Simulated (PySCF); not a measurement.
Isomers of C8H9BO2, from PySCF, PBE0-D3(BJ)/def2-SVP geometry optimisation, gas phase. One conformer each, no zero-point energy, no frequencies.

Question: Which is lower in electronic energy at this level?
A. `[BH2:1][c:2]1[cH:3][cH:4][cH:5][cH:6][c:7]([O:8][CH3:9])[c:10]1=[O:11]` with C6–C7–O8–C9 -5°: A = 1628, B = 1019, C = 658.5 MHz, dipole 5.68 D
B. `[CH3:1][O:2][BH:3][c:4]1[cH:5][cH:6][cH:7][c:8](=[O:9])[cH:10][cH:11]1` with C1–O2–B3–C4 180°, O2–B3–C4–C5 180°: A = 2768, B = 553.5, C = 462.8 MHz, dipole 5.38 D

Answer: B. That is `COBC1=CC=CC(=O)C=C1`, 46.1 kcal/mol below the other.

| SMILES | mapped SMILES | E (Eh) | relative (kcal/mol) | relative (kJ/mol) | dipole (D) |
| --- | --- | --- | --- | --- | --- |
| COBc1cccc(=O)cc1 | [CH3:1][O:2][BH:3][c:4]1[cH:5][cH:6][cH:7][c:8](=[O:9])[cH:10][cH:11]1 | -484.66528 | 0.0 | 0.0 | 5.38 |
| Bc1ccccc(OC)c1=O | [BH2:1][c:2]1[cH:3][cH:4][cH:5][cH:6][c:7]([O:8][CH3:9])[c:10]1=[O:11] | -484.59189 | 46.1 | 192.7 | 5.68 |

As drawn, the lower has a B–O bond, which the higher lacks.
